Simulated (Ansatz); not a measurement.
`O[Si](O)([SiH3])Cl` + H–F → `O[Si](O)(F)[SiH3]` + HCl  (ligand exchange at the Si–Cl bond)

Program: Ansatz. Geometries: PBE0-D4/def2-TZVP. ΔE: electronic, gas phase. CCSD(T)/CBS adds triple-zeta CCSD(T) − MP2 to the extrapolated MP2 energy (def2 sets, frozen cores). This one scheme is used for every species. Functionals use def2-TZVPP. B3LYP here is the variant with VWN-RPA as its local correlation; programs differ in this. Each species was taken in one conformer, which may not be the lowest.

`O[Si](O)([SiH3])Cl`:

Z-matrix (Å, degrees):
```
Si
O 1 1.627
Si 1 2.331 2 107.6
O 1 1.638 2 108.5 3 124.7
Cl 1 2.073 2 111.1 3 -118.5
H 2 0.960 1 118.3 3 -173.4
H 3 1.485 1 109.9 2 -61.0
H 3 1.487 1 108.4 2 179.7
H 3 1.486 1 110.4 2 60.1
H 4 0.959 1 117.6 2 148.8
```

H–F:

Z-matrix (Å, degrees):
```
F
H 1 0.920
```

`O[Si](O)(F)[SiH3]`:

```xyz
10

O     0.590    1.145   -1.452
Si   -0.306    0.040   -0.641
O    -0.106   -1.394   -1.377
F    -1.831    0.523   -0.730
Si    0.246   -0.211    1.611
H     0.345    2.068   -1.376
H    -0.041   -1.412   -2.334
H     0.069    1.094    2.304
H    -0.632   -1.221    2.255
H     1.665   -0.633    1.740
```

HCl:

```xyz
2

Cl    0.228   -0.452    0.390
H    -0.228    0.452   -0.390
```

```json
{"level": "revPBE", "ΔE (kJ/mol)": "-42.0"}
{"level": "B3LYP", "ΔE (kJ/mol)": "-54.9"}
{"level": "r2SCANh", "ΔE (kJ/mol)": "-47.5"}
{"level": "r2SCAN0", "ΔE (kJ/mol)": "-46.9"}
{"level": "BHLYP", "ΔE (kJ/mol)": "-57.3"}
{"level": "RPA@PBE/def2-TZVPP", "ΔE (kJ/mol)": "-52.5"}
{"level": "MP2/def2-SVP", "ΔE (kJ/mol)": "-46.3"}
{"level": "SCS-MP2/def2-QZVPP", "ΔE (kJ/mol)": "-46.5"}
```

Task: What does CCSD(T)/CBS give? (Best estimate.)

Result: The calculation gave: -44.3 kJ/mol. The listed levels differ from it by 2.3, -10.6, -3.2, -2.6, -13.0, -8.2, -2.0, -2.2 kJ/mol.

Largest T1 diagnostic among the species: 0.013.

In def2-TZVPP, CCSD(T) changes the Hartree–Fock value by +12.2 kJ/mol (the triples alone add +3.0 kJ/mol) and MP2 by +19.1 kJ/mol. Leaving LDA and LC-ωPBE aside and taking each functional with its dispersion term where it has one, the values, not all of them listed here, spread over 20.3 kJ/mol, from CAM-B3LYP-D4 to revPBE-D4. The D4 term adds +7.2 kJ/mol with B3LYP and +3.9 kJ/mol with PBE0; it sums over pairs of atoms, weighted by their polarisabilities, and B3LYP, whose exchange is more repulsive, gets the larger term.

CCSD(T)/CBS has its own doubt, a few kJ/mol and more with outer-core shells, so smaller differences from it don't rank the levels.
